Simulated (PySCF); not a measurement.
C2H4ClNSi, SMILES N#CC[SiH2]Cl.

Coordinates come from a r2SCAN-D4/def2-SVP optimisation. The structure was generated by enumeration, and PubChem lists no compound with its InChIKey, so it may never have been made. One conformer was computed; it need not be the lowest.

Calculation: TDDFT-PBE/def2-SVPD in PySCF.

Vertical excitations. The molecule is in vacuum.

| state | energy (eV) | λ (nm) | f | main pairs |
|---|---|---|---|---|
| S1 | 6.49 | 191 | 0.002 | HOMO→LUMO 99 % |
| S2 | 6.87 | 180 | 0.007 | HOMO−1→LUMO 95 % |
| S3 | 6.96 | 178 | 0.001 | HOMO−2→LUMO 77 %, HOMO→LUMO+1 16 % |
| S4 | 6.98 | 178 | 0.006 | HOMO→LUMO+2 55 %, HOMO→LUMO+1 27 %, HOMO−2→LUMO 15 % |
| S5 | 7.12 | 174 | 0.022 | HOMO→LUMO+1 34 %, HOMO→LUMO+2 28 %, HOMO→LUMO+3 18 % |
| S6 | 7.20 | 172 | 0.007 | HOMO−1→LUMO+1 86 % |
| S7 | 7.23 | 171 | 0.006 | HOMO−3→LUMO 58 %, HOMO−4→LUMO 23 % |
| S8 | 7.28 | 170 | 0.003 | HOMO−1→LUMO+2 43 %, HOMO−4→LUMO 32 %, HOMO→LUMO+3 19 % |
| S9 | 7.31 | 170 | 0.011 | HOMO−1→LUMO+2 44 %, HOMO→LUMO+3 17 %, HOMO−4→LUMO 15 %, HOMO−3→LUMO 12 % |
| S10 | 7.36 | 169 | 0.044 | HOMO−4→LUMO 27 %, HOMO→LUMO+3 21 %, HOMO−3→LUMO 17 %, HOMO−2→LUMO+1 11 % |
| T1 | 6.08 | 204 | 0 | HOMO→LUMO+1 49 %, HOMO−2→LUMO+3 10 %, HOMO−2→LUMO+2 9 %, HOMO→LUMO+2 8 % |
| T2 | 6.31 | 196 | 0 | HOMO→LUMO 93 % |
| T3 | 6.52 | 190 | 0 | HOMO−1→LUMO 92 % |
| T4 | 6.55 | 189 | 0 | HOMO→LUMO+2 40 %, HOMO−2→LUMO+1 20 %, HOMO→LUMO+3 16 % |
Triplets are in the Tamm–Dancoff approximation, which puts them higher than full response would, so one can lie above its singlet here.
